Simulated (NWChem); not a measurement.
System: BeH$_{2}$O; SMILES [BeH][OH]

NWChem printed, in part:

```
             Northwest Computational Chemistry Package (NWChem) 7.3.0
             --------------------------------------------------------

 CS  symmetry detected

                             Geometry "geometry" -> ""
                             -------------------------

 Output coordinates in angstroms (scale by  1.889725989 to convert to a.u.)

  No.       Tag          Charge          X              Y              Z
 ---- ---------------- ---------- -------------- -------------- --------------
    1 Be                   4.0000     0.00004561     0.86805921     0.00000000
    2 H                    1.0000     0.00068246     2.20118598     0.00000000
    3 O                    8.0000    -0.00092053    -0.52513468     0.00000000
    4 H                    1.0000     0.00649934    -1.47234539     0.00000000

 Effective nuclear repulsion energy (a.u.)      20.8128219209

      Symmetry information
      --------------------

 Group name             Cs
 Group number              2
 Group order               2
 No. of unique centers     4

  pbe96 is a nonlocal functional; adding pw91lda local functional.

                                 NWChem DFT Module
                                 -----------------

 Summary of "ao basis" -> "ao basis" (spherical)
 ------------------------------------------------------------------------------
       Tag                 Description            Shells   Functions and Types
 ---------------- ------------------------------  ------  ---------------------
 Be                         def2-svp                 5        9   3s2p
 H                          def2-svp                 3        5   2s1p
 O                          def2-svp                 6       14   3s2p1d

      Symmetry analysis of basis
      --------------------------

        a'         25
        a"          8

            General Information
            -------------------
          SCF calculation type: DFT
          Wavefunction type:  closed shell.
          No. of atoms     :     4
          No. of electrons :    14
           Alpha electrons :     7
            Beta electrons :     7
          Charge           :     0
          Spin multiplicity:     1
          Use of symmetry is: on ; symmetry adaption is: on
          Maximum number of iterations: 150
          AO basis - number of functions:    33
                     number of shells:    17
          Convergence on energy requested:  1.00D-06
          Convergence on density requested:  1.00D-05
          Convergence on gradient requested:  5.00D-04

              XC Information
              --------------
          PerdewBurkeErnzerhof Exchange Functional  1.000
            Perdew 1991 LDA Correlation Functional  1.000 local
           PerdewBurkeErnz. Correlation Functional  1.000 non-local

             Grid Information
             ----------------
          Grid used for XC integration:  medium
          Radial quadrature: Mura-Knowles
          Angular quadrature: Lebedev.
          Tag              B.-S. Rad. Rad. Pts. Rad. Cut. Ang. Pts.
          ---              ---------- --------- --------- ---------
          Be                  1.05       49           8.0       434
          H                   0.35       45          10.0       434
          O                   0.60       49           8.0       434
          Grid pruning is: on
          Number of quadrature shells:   188
          Spatial weights used:  Erf1

      Superposition of Atomic Density Guess
      -------------------------------------

 Sum of atomic energies:         -90.24343876

      Non-variational initial energy
      ------------------------------

 Total energy =     -90.595506
 1-e energy   =    -163.468219
 2-e energy   =      52.059890
 HOMO         =      -0.481853
 LUMO         =       0.021691

      Symmetry analysis of molecular orbitals - initial
      -------------------------------------------------

  Numbering of irreducible representations:

     1 a'          2 a"

  Orbital symmetries:

     1 a'          2 a'          3 a'          4 a'          5 a'
     6 a"          7 a'          8 a'          9 a'         10 a"
    11 a'         12 a'         13 a'         14 a"         15 a'
    16 a'         17 a'

     ---------------------------------------------
      Total Density - Mulliken Population Analysis
     ---------------------------------------------

    Atom       Charge   Shell Charges
 -----------   ------   -------------------------------------------------------
    1 Be   4     3.42   1.99  0.62  0.18  0.54  0.07
    2 H    1     1.01   0.66  0.35  0.01
    3 O    8     8.92   1.99  1.10  0.61  3.23  1.99  0.00
    4 H    1     0.65   0.53  0.06  0.06

   convergence    iter        energy       DeltaE   RMS-Dens  Diis-err
 ---------------- ----- ----------------- --------- --------- ---------
 d= 0,ls=0.0,diis     1    -90.9417330871 -1.12D+02  4.16D-02  6.08D-01
 d= 0,ls=0.0,diis     2    -90.4530062676  4.89D-01  2.87D-02  5.15D+00
 d= 0,ls=0.0,diis     3    -91.0170559632 -5.64D-01  3.22D-03  1.12D-02
 d= 0,ls=0.0,diis     4    -91.0184407493 -1.38D-03  9.85D-04  1.52D-03
 d= 0,ls=0.0,diis     5    -91.0186506965 -2.10D-04  1.01D-04  1.27D-05
  Resetting Diis
 d= 0,ls=0.0,diis     6    -91.0186523679 -1.67D-06  1.75D-05  3.22D-07
 d= 0,ls=0.0,diis     7    -91.0186524239 -5.59D-08  4.70D-06  6.49D-09

         Total DFT energy =      -91.018652423875
      One electron energy =     -165.390419086416
           Coulomb energy =       65.654645694050
    Exchange-Corr. energy =      -12.095700952386
 Nuclear repulsion energy =       20.812821920877

 Numeric. integr. density =       14.000001055404

                  Occupations of the irreducible representations
                  ----------------------------------------------

                     irrep           alpha         beta
                     --------     --------     --------
                     a'                6.0          6.0
                     a"                1.0          1.0

                       DFT Final Molecular Orbital Analysis
                       ------------------------------------

 Vector    5  Occ=2.000000D+00  E=-2.864942D-01  Symmetry=a'
              MO Center= -7.3D-04, -4.2D-01, -9.8D-17, r^2= 8.3D-01
   Bfn.  Coefficient  Atom+Function         Bfn.  Coefficient  Atom+Function
  ----- ------------  ---------------      ----- ------------  ---------------
    18      0.601586  3 O  px                21      0.446589  3 O  px
     4     -0.158207  1 Be px                 7      0.073995  1 Be px
    31      0.027382  4 H  px

 Vector    6  Occ=2.000000D+00  E=-2.864927D-01  Symmetry=a"
              MO Center= -7.0D-04, -4.2D-01, -2.3D-16, r^2= 8.3D-01
   Bfn.  Coefficient  Atom+Function         Bfn.  Coefficient  Atom+Function
  ----- ------------  ---------------      ----- ------------  ---------------
    20      0.601597  3 O  pz                23      0.446599  3 O  pz
     6     -0.158211  1 Be pz                 9      0.073997  1 Be pz
    33      0.027383  4 H  pz

 Vector    7  Occ=2.000000D+00  E=-2.745364D-01  Symmetry=a'
              MO Center=  9.5D-07,  1.9D+00,  3.0D-15, r^2= 1.1D+00
   Bfn.  Coefficient  Atom+Function         Bfn.  Coefficient  Atom+Function
  ----- ------------  ---------------      ----- ------------  ---------------
    10      0.420335  2 H  s                  5     -0.316327  1 Be py
     2      0.266986  1 Be s                 11      0.166119  2 H  s
     1     -0.163304  1 Be s                  3      0.123970  1 Be s
     8      0.077764  1 Be py                17      0.053909  3 O  s
    22      0.048010  3 O  py                16     -0.042540  3 O  s

 Vector    8  Occ=0.000000D+00  E= 1.601062D-03  Symmetry=a'
              MO Center= -1.2D-01,  8.7D-01, -1.2D-11, r^2= 3.8D+00
   Bfn.  Coefficient  Atom+Function         Bfn.  Coefficient  Atom+Function
  ----- ------------  ---------------      ----- ------------  ---------------
     7      0.683917  1 Be px                 4     -0.465767  1 Be px
    21     -0.288842  3 O  px                18     -0.255382  3 O  px
     3     -0.075165  1 Be s                 17      0.050422  3 O  s
    11      0.034797  2 H  s                 30     -0.034326  4 H  s
    12      0.025126  2 H  px

 Vector    9  Occ=0.000000D+00  E= 1.604201D-03  Symmetry=a"
              MO Center=  6.7D-05,  8.7D-01,  2.5D-11, r^2= 3.8D+00
   Bfn.  Coefficient  Atom+Function         Bfn.  Coefficient  Atom+Function
  ----- ------------  ---------------      ----- ------------  ---------------
     9      0.685710  1 Be pz                 6     -0.466893  1 Be pz
    23     -0.289690  3 O  pz                20     -0.256131  3 O  pz
    14      0.025190  2 H  pz

 Vector   10  Occ=0.000000D+00  E= 1.839159D-03  Symmetry=a'
              MO Center=  1.2D-01, -1.3D-01, -1.3D-11, r^2= 5.4D+00
   Bfn.  Coefficient  Atom+Function         Bfn.  Coefficient  Atom+Function
  ----- ------------  ---------------      ----- ------------  ---------------
     3      1.084902  1 Be s                 17     -0.669492  3 O  s
    11     -0.476581  2 H  s                 30      0.422141  4 H  s
    16     -0.201160  3 O  s                 10     -0.190582  2 H  s
     8     -0.157782  1 Be py                29      0.125583  4 H  s
    15     -0.101158  3 O  s                 22      0.088488  3 O  py

     ---------------------------------------------
      Total Density - Mulliken Population Analysis
     ---------------------------------------------

    Atom       Charge   Shell Charges
 -----------   ------   -------------------------------------------------------
    1 Be   4     3.74   1.99  0.50  0.13  0.92  0.20
    2 H    1     1.03   0.72  0.31  0.01
    3 O    8     8.42   1.99  1.06  0.61  2.93  1.83  0.00
    4 H    1     0.81   0.69  0.05  0.07

     -------------------------------------------
      Total Density - Lowdin Population Analysis
     -------------------------------------------

    Atom       Charge   Shell Charges
 -----------   ------   -------------------------------------------------------
    1 Be   4     3.79   1.96  0.44  0.22  0.86  0.30
    2 H    1     1.11   0.63  0.46  0.02
    3 O    8     8.21   1.97  0.85  0.56  2.76  2.05  0.01
    4 H    1     0.90   0.55  0.16  0.19

     Multipole analysis of the density
     ---------------------------------

     L   x y z        total         alpha         beta         nuclear
     -   - - -        -----         -----         ----         -------
     0   0 0 0     -0.000000     -7.000000     -7.000000     14.000000

     1   1 0 0      0.005269      0.002635      0.002635      0.000000
     1   0 1 0     -0.816888     -0.408444     -0.408444      0.000000
     1   0 0 1     -0.000000     -0.000000     -0.000000      0.000000

     2   2 0 0     -8.960545     -4.480361     -4.480361      0.000177
     2   1 1 0     -0.020203     -0.002885     -0.002885     -0.014432
     2   1 0 1     -0.000000     -0.000000     -0.000000      0.000000
     2   0 2 0     -9.311647    -26.498701    -26.498701     43.685755
     2   0 1 1      0.000000      0.000000      0.000000      0.000000
     2   0 0 2     -8.960639     -4.480320     -4.480320      0.000000

            General Information
            -------------------
          SCF calculation type: DFT
          Wavefunction type:  closed shell.
          No. of atoms     :     4
          No. of electrons :    14
           Alpha electrons :     7
            Beta electrons :     7
          Charge           :     0
          Spin multiplicity:     1
          Use of symmetry is: on ; symmetry adaption is: on
          Maximum number of iterations: 150
          AO basis - number of functions:    33
                     number of shells:    17
          Convergence on energy requested:  1.00D-06
          Convergence on density requested:  1.00D-05
          Convergence on gradient requested:  5.00D-04

              XC Information
              --------------
          PerdewBurkeErnzerhof Exchange Functional  1.000
            Perdew 1991 LDA Correlation Functional  1.000 local
           PerdewBurkeErnz. Correlation Functional  1.000 non-local

             Grid Information
             ----------------
          Grid used for XC integration:  medium
          Radial quadrature: Mura-Knowles
          Angular quadrature: Lebedev.
          Tag              B.-S. Rad. Rad. Pts. Rad. Cut. Ang. Pts.
          ---              ---------- --------- --------- ---------
          Be                  1.05       49           8.0       434
          H                   0.35       45          10.0       434
          O                   0.60       49           8.0       434
          Grid pruning is: on
          Number of quadrature shells:   188
          Spatial weights used:  Erf1

          Convergence Information
          -----------------------
          Convergence aids based upon iterative change in
          total energy or number of iterations.
          Levelshifting, if invoked, occurs when the
          HOMO/LUMO gap drops below (HL_TOL):  1.00D-02
          DIIS, if invoked, will attempt to extrapolate
          using up to (NFOCK): 10 stored Fock matrices.

                    Damping( 0%)  Levelshifting(0.5)       DIIS
                  --------------- ------------------- ---------------
          dE  on:    start            ASAP                start
          dE off:    2 iters        150 iters           150 iters

                            NWChem DFT Gradient Module
                            --------------------------

  charge          =   0.00
  wavefunction    = closed shell

  Using symmetry

                         DFT ENERGY GRADIENTS

    atom               coordinates                        gradient
                 x          y          z           x          y          z
   1 Be      0.000086   1.640394   0.000000   -0.000011  -0.003341   0.000000
   2 H       0.001290   4.159638   0.000000    0.000008  -0.001572   0.000000
   3 O      -0.001740  -0.992361   0.000000    0.000074  -0.005552   0.000000
   4 H       0.012282  -2.782329   0.000000   -0.000070   0.010466   0.000000
```

Level: PBE/def2-SVP. Geometry: optimised at PBE0/def2-SVP.

Write an input that gives this output.

One answer among several that fit: the input that was run:
```
start job
memory heap 200 mb stack 900 mb global 1100 mb
geometry units angstroms noautoz
  Be     0.004533    -0.854112     0.000104
  H      0.012000    -2.187218     0.000281
  O     -0.003500     0.539059    -0.000304
  H     -0.001594     1.486292     0.002728
end
basis spherical
  * library def2-svp
end
dft
  xc xpbe96 cpbe96
  iterations 150
  mulliken
end
task dft gradient
```
